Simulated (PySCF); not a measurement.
**[Hf(OH)2(OCH3)2] (charge 0, multiplicity 1)**

These are TPSSh-D3(BJ)/def2-TZVP // BP86-D3(BJ)/def2-SVP (PySCF) values and carry that method's errors.

```yaml
HOMO: -6.75 eV
dipole_moment: 0.37 D
HOMO–LUMO gap: 6.66 eV
LUMO: -0.09 eV
charge on the central atom (Mulliken): 1.57 e
total_energy: -430.3635 Ha
cost: about 20 core-minutes (a rough figure)
```

```xyz
15

Hf    -0.2469     0.4316    -0.2413
O      0.8331    -1.0681     0.3638
H      1.3669    -1.8063     0.6797
O      0.6631     2.1119     0.1223
H      1.1559     2.9284     0.2641
O     -0.5740     0.2605    -2.1504
C     -0.8118     0.0986    -3.5126
H     -0.1690    -0.7046    -3.9441
H     -0.5998     1.0381    -4.0752
H     -1.8742    -0.1787    -3.7093
O     -1.9548     0.4155     0.6871
C     -3.1330     0.4298     1.4292
H     -3.0448     1.0960     2.3196
H     -3.3930    -0.5907     1.7969
H     -3.9914     0.7963     0.8187
```
